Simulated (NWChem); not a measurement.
System: BNH anion

Parts of the log:

```
             Northwest Computational Chemistry Package (NWChem) 7.3.0
             --------------------------------------------------------

                             Geometry "geometry" -> ""
                             -------------------------

 Output coordinates in angstroms (scale by  1.889725989 to convert to a.u.)

  No.       Tag          Charge          X              Y              Z
 ---- ---------------- ---------- -------------- -------------- --------------
    1 B                    5.0000     0.00000000     0.00000000    -0.59335100
    2 N                    7.0000     0.00000000     0.00000000     0.66905700
    3 H                    1.0000     0.00000000     0.00000000    -1.78934800

 Effective nuclear repulsion energy (a.u.)      18.3903803730

                                 NWChem DFT Module
                                 -----------------

 Summary of "ao basis" -> "ao basis" (spherical)
 ------------------------------------------------------------------------------
       Tag                 Description            Shells   Functions and Types
 ---------------- ------------------------------  ------  ---------------------
 B                          def2-svp                 6       14   3s2p1d
 N                          def2-svp                 6       14   3s2p1d
 H                          def2-svp                 3        5   2s1p

            General Information
            -------------------
          SCF calculation type: DFT
          Wavefunction type:  closed shell.
          No. of atoms     :     3
          No. of electrons :    14
           Alpha electrons :     7
            Beta electrons :     7
          Charge           :    -1
          Spin multiplicity:     1
          Use of symmetry is: off; symmetry adaption is: off
          Maximum number of iterations: 150
          AO basis - number of functions:    33
                     number of shells:    15
          Convergence on energy requested:  1.00D-06
          Convergence on density requested:  1.00D-05
          Convergence on gradient requested:  5.00D-04

              XC Information
              --------------
                         B3LYP Method XC Potential
                     Hartree-Fock (Exact) Exchange  0.200
                        Slater Exchange Functional  0.800 local
                    Becke 1988 Exchange Functional  0.720 non-local
              Lee-Yang-Parr Correlation Functional  0.810
                  VWN I RPA Correlation Functional  0.190 local

             Grid Information
             ----------------
          Grid used for XC integration:  medium
          Radial quadrature: Mura-Knowles
          Angular quadrature: Lebedev.
          Tag              B.-S. Rad. Rad. Pts. Rad. Cut. Ang. Pts.
          ---              ---------- --------- --------- ---------
          B                   0.85       49           6.0       434
          N                   0.65       49           8.0       434
          H                   0.35       45           7.0       434
          Grid pruning is: on
          Number of quadrature shells:   143
          Spatial weights used:  Erf1

      Superposition of Atomic Density Guess
      -------------------------------------

 Sum of atomic energies:         -79.24745527

 Renormalizing density from      13.00 to     14

      Non-variational initial energy
      ------------------------------

 Total energy =     -83.438044
 1-e energy   =    -153.388595
 2-e energy   =      51.560171
 HOMO         =       0.086216
 LUMO         =       0.413053

     ---------------------------------------------
      Total Density - Mulliken Population Analysis
     ---------------------------------------------

    Atom       Charge   Shell Charges
 -----------   ------   -------------------------------------------------------
    1 B    5     5.22   1.99  0.76  0.29  1.12  1.02  0.04
    2 N    7     7.60   1.99  0.97  0.67  1.89  2.07  0.01
    3 H    1     1.19   0.70  0.48  0.01

[...]

                     NWChem Electrostatic Potential Fit Module
                     -----------------------------------------

 Atom parameters

 Number of atoms is                                    3
 Number of basis functions is                         33

 Grid parameters

 Maximum number of grid points is                  19547
 Number of grid points is                          19546
 Grid range                                     0.300000 nm
 Grid spacing                                   0.020000 nm
 Probe radius                                   0.070000 nm
 Atom radius factor                             1.000000

 Atomic radii

    1    0.100000
    5    0.158000
    7    0.140000
 FASTESP  F
  using M.O. file = ./job.movecs

    Atom              Coordinates                           Charge

                                                  ESP

    1 B     0.000000    0.000000   -0.059335   -0.153647
    2 N     0.000000    0.000000    0.066906   -0.768546
    3 H     0.000000    0.000000   -0.178935   -0.077808
                                            ------------
                                               -1.000000

 Dipole moment                                  0.000000

 Quadrupole moment Qxx                          2.023716
                   Qyy                          2.023716
                   Qzz                         -4.047432

 RMS deviation kJ/mol                           0.144424

 RRMS %                                         4.040737
```

Level: B3LYP/def2-SVP. Sets without diffuse functions describe the anion's extra electron poorly. All runs use the structure optimised with B3LYP/def2-SVPD. The highest occupied level is positive, so the extra electron may be held by the finite basis.

Write an input that gives this output.

Several could match; the one computed here: the input that was run:
```
start job
memory heap 200 mb stack 700 mb global 900 mb
charge -1
geometry units angstroms noautosym nocenter noautoz
  B      0.000000     0.000000    -0.593351
  N      0.000000     0.000000     0.669057
  H      0.000000     0.000000    -1.789348
end
basis spherical
  * library def2-svp
end
dft
  xc b3lyp
  iterations 150
  mulliken
end
task dft energy
esp
  recalculate
  probe 0.07
  range 0.3
  factor 1.0
  spacing 0.02
end
task esp
```
